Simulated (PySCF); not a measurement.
SMILES C=[CH][SnH]([CH]=C)[O]C, singlet, GFN2-xTB optimised geometry.

```
17

Sn    -1.61    -0.64     0.00
C      0.54    -0.64     0.00
C      1.31    -0.36    -1.04
C     -2.69    -1.91    -1.40
C     -2.27    -3.11    -1.75
O     -1.83    -1.41     1.85
C     -3.03    -1.72     2.48
H     -2.39     0.91     0.00
H      0.97    -0.91     0.95
H      0.91    -0.08    -2.00
H      2.39    -0.40    -0.97
H     -3.62    -1.52    -1.78
H     -1.35    -3.53    -1.39
H     -2.84    -3.74    -2.43
H     -3.65    -0.83     2.64
H     -2.78    -2.14     3.45
H     -3.62    -2.45     1.92
```

Density from PBE0/def2-SVP, def2 effective core potentials past Kr (PySCF) at that geometry. The core electrons that the potentials of Sn replace are not part of the density.

Minimum of the electron density along straight lines between bonded atoms, close to the bond critical point (lines longer than 1.1 times the sum of covalent radii, or with two minima, are not listed):

```tsv
bond	length / Å	ρ at the minimum / e bohr⁻³	∇²ρ there / e bohr⁻⁵	position (fraction from the first atom)
Sn1–C2	2.154	0.101	0.14	0.50
C2–C3	1.318	0.347	-0.94	0.50
Sn1–C4	2.178	0.097	0.15	0.50
C4–C5	1.318	0.347	-0.94	0.50
Sn1–O6	2.016	0.098	0.51	0.51
O6–C7	1.393	0.266	-0.42	0.66
Sn1–H8	1.734	0.105	0.12	0.62
C2–H9	1.080	0.281	-1.07	0.64
C3–H10	1.077	0.284	-1.09	0.63
C3–H11	1.081	0.282	-1.08	0.63
C4–H12	1.081	0.280	-1.05	0.63
C5–H13	1.080	0.284	-1.09	0.64
C5–H14	1.081	0.281	-1.07	0.63
C7–H15	1.093	0.280	-1.04	0.62
C7–H16	1.091	0.281	-1.06	0.63
C7–H17	1.094	0.279	-1.03	0.62
```
